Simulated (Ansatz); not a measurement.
`O[SiH](Br)O[SiH3]` + H₂O → `O[SiH](O)Br` + silanol  (formal hydrolysis of the Si–O bond)

Program: Ansatz. Geometries: PBE0-D4/def2-TZVP. ΔE: electronic, gas phase. CBS: MP2 limit from def2 TZ/QZ plus the TZ coupled-cluster correction, frozen cores. This one scheme is used for every species. DFT in def2-TZVPP. For Br outer-core shells are correlated without core-valence functions, which leaves a few kJ/mol of doubt a bond. Scalar relativity is left out up to krypton. One conformer a species, not always the lowest.

(1) Is it downhill or uphill in electronic energy at CCSD(T)/CBS, and by how much? (Estimate.)

(2) What do these levels give: BLYP-D4, ωB97X-V, B2PLYP, PBE-QIDH, MP2/def2-TZVPP, SCS-MP2/def2-TZVPP, CCSD/def2-TZVPP, CCSD(T)/def2-TZVPP, HF/def2-QZVPP, MP2/def2-QZVPP, HF/CBS(def2), CCSD/CBS(def2)? (Best estimate.)

Largest T1 diagnostic among the species: 0.011.

Results:

(1) Computed: Uphill: ΔE = +0.24 eV.

(2) The calculation gave: BLYP-D4 0.20, ωB97X-V 0.18, B2PLYP 0.16, PBE-QIDH 0.18, MP2/def2-TZVPP 0.22, SCS-MP2/def2-TZVPP 0.21, CCSD/def2-TZVPP 0.21, CCSD(T)/def2-TZVPP 0.21, HF/def2-QZVPP 0.21, MP2/def2-QZVPP 0.24, HF/CBS(def2) 0.21, CCSD/CBS(def2) 0.24 eV.

From PBE to PBE0 (25 % exact exchange), in def2-TZVPP and without D4, ΔE moves by +0.04 eV. The D4 term adds +0.09 eV with B3LYP and +0.05 eV with PBE0; it sums over pairs of atoms, weighted by their polarisabilities, and B3LYP, whose exchange is more repulsive, gets the larger term. Leaving LDA and LC-ωPBE aside and taking each functional with its dispersion term where it has one, the values, not all of them listed here, spread over 0.10 eV, from PBE-D4 to BHLYP-D4.

B3LYP here is the variant with VWN-RPA as its local correlation; programs differ in this.
